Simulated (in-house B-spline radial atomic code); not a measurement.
A run on neutral ruthenium that did not converge. Method: non-relativistic BHandHLYP, spin-polarised, spherical fractional occupations, point nucleus; computed with a B-spline radial code for spherical atoms.

Command:
```bash
python run_scf.py task.json out
```
Settings:
```
Z                44
configuration    [Kr] 4d7 5s0.875 5f0.125
hamiltonian      nr
method           bhandhlyp
spin_polarised   True
```

First and last ten iterations of the last attempt (damped for 15 steps, keeping 80 % of the old Fock matrix, then DIIS):
```
 iter        energy (Eh)    residual
    1       -4434.667622    5.58e-01
    2       -4438.384081    3.46e-01
    3       -4440.868922    2.34e-01
    4       -4442.218511    1.56e-01
    5       -4442.892805    1.00e-01
    6       -4443.231467    7.09e-02
    7       -4443.395215    4.88e-02
    8       -4443.471737    3.32e-02
    9       -4443.506731    2.51e-02
   10       -4443.522731    1.91e-02
  111       -4443.538869    1.74e-05
  112       -4443.538870    1.90e-05
  113       -4443.538883    3.87e-06
  114       -4443.538881    1.12e-06
  115       -4443.538923    3.51e-06
  116       -4443.538923    3.44e-06
  117       -4443.538923    3.40e-06
  118       -4443.538922    4.62e-06
  119       -4443.538922    4.38e-06
  120       -4443.538925    1.81e-06
 not converged after 120 iterations
```

The smallest residual met was 1.1e-06; the threshold is about 4e-07. Over the last five steps the energy moves by less than 7e-06 hartree, but the orbitals didn't meet the threshold. Cost of the run: 6.1 s on 1 thread of Arm Neoverse V1, on a shared host.
